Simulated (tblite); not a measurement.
Q: Give a GFN2-xTB geometry of InChI=1S/C2H8O3SSi2/c3-8(5-7)4-1-2-6-8/h3H,1-2H2,7H3/t8-/m1/s1.

A: 
```
atom  x, y, z in Å
O1    -0.6176    0.8520    2.1972
Si2   -0.2232    0.2044    0.7680
O3    -1.5050   -0.3192   -0.0452
Si4   -3.0048   -0.0298   -0.6006
O5     0.7815   -1.0375    1.0028
C6     2.1317   -0.7997    0.7112
C7     2.2618    0.0759   -0.5268
S8     1.0810    1.4580   -0.3779
H9    -1.2573    1.5552    2.2655
H10   -3.3347   -1.2646   -1.2991
H11   -3.8519    0.2382    0.5630
H12   -2.9405    1.1446   -1.4692
H13    2.5982   -0.3039    1.5698
H14    2.6112   -1.7689    0.5496
H15    1.9990   -0.4834   -1.4245
H16    3.2629    0.4877   -0.6277
```

Orientation and origin are arbitrary. Atoms count from 1 in this order. Si2 (oxygen-bound silicon) is distorted tetrahedral (angles from 98.6° to 114.0°). The 5-membered ring Si2–O5–C6–C7–S8 has internal angles of 89.7° to 116.0° (sum 523°, against 540° for a flat polygon); it is puckered, 0.18 Å rms from its mean plane, widest ring torsion 46°. Si4 (oxygen-bound silicon) is distorted tetrahedral (angles from 102.8° to 114.0°). O5 (silyl ether oxygen) is bent (angle 116.0°).

Bonds between heavy atoms (Å): O1–Si2 1.618, Si2–O3 1.606, O3–Si4 1.625, Si2–O5 1.615, O5–C6 1.402, C6–C7 1.522, C7–S8 1.824, Si2–S8 2.141.

Computed geometry: GFN2-xTB, gas phase.

Point group: C1 (no symmetry element, even within 0.4 Å). Its lowest GFN2-xTB frequency is 7 cm⁻¹, too small to tell a flat minimum from a shallow saddle. One conformer, not necessarily the lowest (H–O1–Si2–O3 -54°, O1–Si2–O3–Si4 49°, O1–Si2–O5–C6 -104°, Si2–O5–C6–C7 -38°, O5–C6–C7–S8 46°, C6–C7–S8–Si2 -30°).
